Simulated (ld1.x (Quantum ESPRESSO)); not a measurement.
**Building the PAW potential for tin (Sn) (LDA (PZ), fully relativistic).**

The input file (ld1.x (Quantum ESPRESSO) 7.5):

```
&input
   title='Sn', zed=50., rel=2, dft='PZ', iswitch=3,
   config='[Kr] 4d10 5s2 5p0', rel_dist='average',
   nld=5, rlderiv=2.15, eminld=-5.0, emaxld=5.0, deld=0.02
 /
 &inputp
   pseudotype=3, lpaw=.true., tm=.true., lloc=-1, rcloc=1.85,
   nlcc=.true., rcore=1.50,
   which_augfun='PSQ', rmatch_augfun_nc=.true.,
   file_pseudopw='Sn.UPF', file_wfcaegen='ae.wfc', file_wfcncgen='nc.wfc', file_beta='beta', file_chi='chi', file_wfcusgen='us.wfc'
 /
6
5S  1  0   2.00   0.00  1.55  1.95  0.0
5S  1  0   0.00   0.20  1.55  1.95  0.0
5P  2  1   0.00   0.00  1.85  1.95  0.0
5P  2  1   0.00   0.40  1.85  1.95  0.0
4D  3  2  10.00   0.00  1.45  1.70  0.0
4D  3  2   0.00   0.45  1.45  1.70  0.0
 &test
   configts(1)='4d10 5s2 5p0'
 /
```

Command:

```bash
ld1.x < Sn.in > Sn.out
```

Output (shortened: banner, matrices, multipoles, cross overlaps and the repeated all-electron block are left out):

```
Program LD1 v.7.5
     --------------------------- All-electron run ----------------------------

     Sn
     dirac relativistic calculation

     atomic number is 50.00
     dft =PZ   lsd =0 sic =0 latt =0  beta=0.20 tr2=1.0E-14
     Exchange-correlation= PZ
                           (   1   1   0   0   0   0   0)
     mesh =1243 r(mesh) = 100.78374 a.u. xmin = -7.00 dx = 0.01250
     1 Ry =  13.60569312 eV, c = 137.03599908

     n l j   nl                  e(Ry)          e(Ha)          e(eV)
     Spin orbit split results
     1 0 0.5 1S 1( 2.00)     -2129.9098     -1064.9549    -28978.8986
     2 0 0.5 2S 1( 2.00)      -322.6155      -161.3077     -4389.4071
     2 1 0.5 2P 1( 2.00)      -301.6013      -150.8007     -4103.4949
     2 1 1.5 2P 1( 4.00)      -284.6737      -142.3368     -3873.1829
     3 0 0.5 3S 1( 2.00)       -63.2667       -31.6333      -860.7870
     3 1 0.5 3P 1( 2.00)       -54.7175       -27.3587      -744.4692
     3 1 1.5 3P 1( 4.00)       -51.6270       -25.8135      -702.4208
     4 0 0.5 4S 1( 2.00)       -11.1090        -5.5545      -151.1457
     4 1 0.5 4P 1( 2.00)        -8.2602        -4.1301      -112.3851
     4 1 1.5 4P 1( 4.00)        -7.6973        -3.8486      -104.7270
     3 2 1.5 3D 1( 4.00)       -36.4582       -18.2291      -496.0395
     3 2 2.5 3D 1( 6.00)       -35.8196       -17.9098      -487.3501
     4 2 1.5 4D 1( 4.00)        -3.2344        -1.6172       -44.0068
     4 2 2.5 4D 1( 6.00)        -3.1567        -1.5784       -42.9492
     5 0 0.5 5S 1( 2.00)        -1.9498        -0.9749       -26.5285
     5 1 0.5 5P 1( 0.00)        -1.3701        -0.6851       -18.6417
     5 1 1.5 5P 1( 0.00)        -1.3159        -0.6580       -17.9043
     Averaged results
     1 0     1S 1( 2.00)     -2129.9098     -1064.9549    -28978.8986
     2 0     2S 1( 2.00)      -322.6155      -161.3077     -4389.4071
     2 1     2P 1( 6.00)      -290.3162      -145.1581     -3949.9536
     3 0     3S 1( 2.00)       -63.2667       -31.6333      -860.7870
     3 1     3P 1( 6.00)       -52.6571       -26.3286      -716.4369
     4 0     4S 1( 2.00)       -11.1090        -5.5545      -151.1457
     4 1     4P 1( 6.00)        -7.8849        -3.9425      -107.2797
     3 2     3D 1(10.00)       -36.0750       -18.0375      -490.8259
     4 2     4D 1(10.00)        -3.1878        -1.5939       -43.3722
     5 0     5S 1( 2.00)        -1.9498        -0.9749       -26.5285
     5 1     5P 1( 0.00)        -1.3340        -0.6670       -18.1501

     final scf error:  8.7E-15 reached in  30 iterations

     Etot =  -12345.752315 Ry,   -6172.876157 Ha, -167972.517364 eV

     Ekin =   12996.853747 Ry,    6498.426874 Ha,  176831.203648 eV
     Encl =  -29918.157876 Ry,  -14959.078938 Ha, -407057.274871 eV
     Eh   =    4894.251194 Ry,    2447.125597 Ha,   66589.679814 eV
     Exc  =    -318.699379 Ry,    -159.349690 Ha,   -4336.125956 eV

     normalization and overlap integrals

     s(1S/1S) =  1.000000  <r> =   0.0291  <r2> =    0.0011  r(max) =   0.0188
     s(2S/2S) =  1.000000  <r> =   0.1252  <r2> =    0.0185  r(max) =   0.1068
     s(2P/2P) =  1.000000  <r> =   0.1058  <r2> =    0.0138  r(max) =   0.0821
     s(2P/2P) =  1.000000  <r> =   0.1112  <r2> =    0.0151  r(max) =   0.0863
     s(3S/3S) =  1.000000  <r> =   0.3397  <r2> =    0.1320  r(max) =   0.3090
     s(3P/3P) =  1.000000  <r> =   0.3303  <r2> =    0.1268  r(max) =   0.2939
     s(3P/3P) =  1.000000  <r> =   0.3415  <r2> =    0.1354  r(max) =   0.3051
     s(4S/4S) =  1.000000  <r> =   0.8182  <r2> =    0.7584  r(max) =   0.7412
     s(4P/4P) =  1.000000  <r> =   0.8650  <r2> =    0.8558  r(max) =   0.7695
     s(4P/4P) =  1.000000  <r> =   0.8952  <r2> =    0.9168  r(max) =   0.7989
     s(3D/3D) =  1.000000  <r> =   0.3127  <r2> =    0.1162  r(max) =   0.2498
     s(3D/3D) =  1.000000  <r> =   0.3163  <r2> =    0.1187  r(max) =   0.2530
     s(4D/4D) =  1.000000  <r> =   1.0848  <r2> =    1.3956  r(max) =   0.8829
     s(4D/4D) =  1.000000  <r> =   1.0990  <r2> =    1.4329  r(max) =   0.8940
     s(5S/5S) =  1.000000  <r> =   2.2049  <r2> =    5.4714  r(max) =   1.9406
     s(5P/5P) =  1.000000  <r> =   2.5877  <r2> =    7.5686  r(max) =   2.2546
     s(5P/5P) =  1.000000  <r> =   2.6705  <r2> =    8.0533  r(max) =   2.3117

     ------------------------ End of All-electron run ------------------------

     --------------------- Generating PAW atomic setup --------------------

      Generating local potential from pseudized AE potential:
      Matching radius rcloc =   1.8500

      Local pseudo, rcloc= 1.846 Estimated cut-off energy=     6.89 Ry

      Computing core charge for nlcc:

       r > 1.51 : true rho core
       r < 1.51 : rho core = a sin(br)/r    a=   2.38  b=   1.84

      Integrated core pseudo-charge :   2.36

     Fully relativistic calculation: |psi|^2

     Wfc 5S LC norm =  0.99991239 SC norm =  0.00008271 missing  0.00000490
     Speed at rcutus      0.916 a.u.,  v/c =  0.006686,  (v/c)^2 =  0.00004470

     Wfc 5P LC norm =  0.99993665 SC norm =  0.00006280 missing  0.00000055
     Speed at rcutus      0.941 a.u.,  v/c =  0.006870,  (v/c)^2 =  0.00004719

     Wfc 5P LC norm =  0.99994007 SC norm =  0.00005143 missing  0.00000850
     Speed at rcutus      0.915 a.u.,  v/c =  0.006680,  (v/c)^2 =  0.00004462

     Wfc 4D LC norm =  0.99967460 SC norm =  0.00032531 missing  0.00000009
     Speed at rcutus      0.464 a.u.,  v/c =  0.003384,  (v/c)^2 =  0.00001145

     Wfc 4D LC norm =  0.99968197 SC norm =  0.00031686 missing  0.00000116
     Speed at rcutus      0.495 a.u.,  v/c =  0.003610,  (v/c)^2 =  0.00001303
      Wfc-us  5S rcutus= 1.941  Estimated cut-off energy=    11.80 Ry
      Wfc-us  5S rcutus= 1.941  Estimated cut-off energy=    15.30 Ry
      Wfc-us  5P rcutus= 1.941  Estimated cut-off energy=    19.09 Ry
      Wfc-us  5P rcutus= 1.941  Estimated cut-off energy=    18.87 Ry
      Wfc-us  5P rcutus= 1.941  Estimated cut-off energy=    21.53 Ry
      Wfc-us  5P rcutus= 1.941  Estimated cut-off energy=    21.09 Ry
      Wfc-us  4D rcutus= 1.713  Estimated cut-off energy=    40.90 Ry
      Wfc-us  4D rcutus= 1.713  Estimated cut-off energy=    40.84 Ry
      Wfc-us  4D rcutus= 1.713  Estimated cut-off energy=    73.47 Ry
      Wfc-us  4D rcutus= 1.713  Estimated cut-off energy=    73.24 Ry

     Required augmentation: PSQ   radius:    1.950000

     Q pseudized with Bessel functions
     Expected ecutrho=     202.2508 due to l1=  2   l2=  2

     Estimated PAW energy = -430.269167 Ryd

     ------------------- End of pseudopotential generation -------------------

     Computing logarithmic derivative in   2.15814
     Computing logarithmic derivative in   2.15814
     Computing the partial wave expansion
     R is outside the sphere for l=    0 j= 0.50
     R is outside the sphere for l=    0 j= 0.50
     R is outside the sphere for l=    1 j= 0.50
     R is outside the sphere for l=    1 j= 0.50
     R is outside the sphere for l=    1 j= 1.50
     R is outside the sphere for l=    1 j= 1.50
     R is outside the sphere for l=    2 j= 1.50
     R is outside the sphere for l=    2 j= 1.50
     R is outside the sphere for l=    2 j= 2.50
     R is outside the sphere for l=    2 j= 2.50

     ---------------------- Testing the pseudopotential ----------------------

     Sn
     dirac relativistic calculation

     atomic number is 50.00   valence charge is 14.00
     dft = SLA  PZ   NOGX NOGC   lsd =0 sic =0 latt =0  beta=0.20 tr2=1.0E-14
     mesh =1243 r(mesh) = 100.78374 xmin = -7.00 dx = 0.01250

     n l  j  nl             e AE (Ry)       e PS (Ry)    De AE-PS (Ry)
     3 2 1.5 4D   1( 4.00)       -3.23444       -3.23444        0.00000
     3 2 2.5 4D   1( 6.00)       -3.15671       -3.15672        0.00001
     1 0 0.5 5S   1( 2.00)       -1.94981       -1.94981        0.00001
     2 1 0.5 5P   1( 0.00)       -1.37014       -1.37014       -0.00000
     2 1 1.5 5P   1( 0.00)       -1.31594       -1.31595        0.00000

     eps = 2.6E-16  iter =  4

     Etot =  -12345.752315 Ry,   -6172.876157 Ha, -167972.517364 eV
     Etotps =  -430.269192 Ry,    -215.134596 Ha,   -5854.110593 eV

     Ekin =     256.393680 Ry,     128.196840 Ha,    3488.413728 eV
     Encl =    -472.355517 Ry,    -236.177758 Ha,   -6426.724208 eV
     Ehrt =     104.392033 Ry,      52.196017 Ha,    1420.325968 eV
     Ecxc =    -318.699389 Ry,    -159.349694 Ha,   -4336.126081 eV
     (Ecc =      -2.070209 Ry,      -1.035105 Ha,     -28.166633 eV)

     ---------------------- End of pseudopotential test ----------------------
```

Generation and configuration tests took about 2.8 s on one core of a shared server CPU.
